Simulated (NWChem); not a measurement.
System: SnH4Se; SMILES [SeH][SnH3]

This build's default masses of Se (78.918 u) and Br (79.917 u) are each other's, which moves their modes by up to 0.6 %. def2 effective core potentials on Sn; no spin-orbit coupling.

Q: Give the equilibrium geometry at PBE0/def2-SVP with def2 effective core potentials on Sn (NWChem) as a list of bonds and angles, with the point group.

A: point group Cs; any orientation.
Bonded distances (Å): Sn1–Se2 2.548, Sn1–H3 1.712, Sn1–H4 1.709, Sn1–H5 1.712, Se2–H6 1.471. Angles (°): Se2–Sn1–H3 109.9, Se2–Sn1–H4 104.7, Se2–Sn1–H5 109.9, H3–Sn1–H4 111.0, H3–Sn1–H5 110.2, H4–Sn1–H5 111.0, Sn1–Se2–H6 92.5.
